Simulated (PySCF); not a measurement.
**Radial density of Pb⁴³⁺ (lead, charge +43)**

UHF, [Kr] 4d3, high-spin 4F determinant. All numbers are calculated (PySCF 2.14, no relativity, point nucleus, in an uncontracted even-tempered set (17 s from 4.7 bohr⁻², ratio 2.5; 12 p from 6.1 bohr⁻², ratio 2.5; 9 d from 6.1 bohr⁻², ratio 2.5; 4 f from 27 bohr⁻², ratio 2.7; 3 g from 40 bohr⁻², ratio 2.7)).

```tsv
r (bohr)	4πr²ρ (e/bohr)	4πr²(ρα − ρβ)
0.000387	0.7021	0.0000
0.000652	1.902	0.0000
0.00110	5.004	0.0000
0.00184	12.52	-0.0001
0.00310	28.85	-0.0001
0.00522	57.82	-0.0002
0.00877	92.37	0.0000
0.0148	105.8	0.0046
0.0248	97.94	0.0623
0.0417	132.0	0.5740
0.0702	137.2	2.8282
0.118	125.9	4.0128
0.199	92.13	0.1225
0.334	46.79	10.8814
0.562	10.46	2.3987
0.945	0.06293	0.0178
```

A non-relativistic calculation at this Z misses sizeable relativistic shifts. Spin-orbit coupling is strong in this species (close to jj coupling), so the high-spin LS determinant is a model state, not a physical level.
